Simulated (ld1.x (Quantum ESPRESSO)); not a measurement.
## revPBE ultrasoft dataset for oxygen, scalar-relativistic all-electron reference.

```
Element                 : oxygen (O)
Generator               : ld1.x (Quantum ESPRESSO) 7.5
Type                    : ultrasoft
Functional              : revPBE
Relativity              : scalar-relativistic
Frozen core             : [He]
Valence charge          : 6
Reference configuration : 2s2 2p3.5 (charge +0.5)
Partial waves           : 2s (bound): rcut 0.65, rcutus 0.75 bohr; 2s channel at -1.3 Ry: rcut 0.65, rcutus 0.75 bohr; 2p (bound): rcut 1.65, rcutus 1.90 bohr; 2p channel at -0.85 Ry: rcut 1.65, rcutus 1.90 bohr
Local potential         : all-electron potential smoothed inside 1.60 bohr (lloc = -1)
Core correction         : none
Augmentation charge     : PSQ, radius 0.45 bohr
```

Calculated quality:

```
Cutoffs needed                            : 55 Ry and 80 Ry (the cutoffs (Ry, on a coarse ladder) from which the occupation-weighted sum of valence levels, in a spherical-Bessel basis at the reference potential, stays within 10 and 1 mRy of its value at 400 Ry)
Ghost test                                : no extra level below or beside the all-electron valence levels (s, p, d, f tested) (spherical-Bessel basis up to 400 Ry, 20 bohr box)
Largest excitation error                  : +460 meV (all-electron minus pseudo) for 2s0 2p6, out of 7 test configurations
Lowest eigenvalue of the overlap operator : 0.30 (s channel)
Density cutoff estimated by the generator : 1117 Ry
```

Generation and tests took about 2.2 s on one core of a shared server CPU.
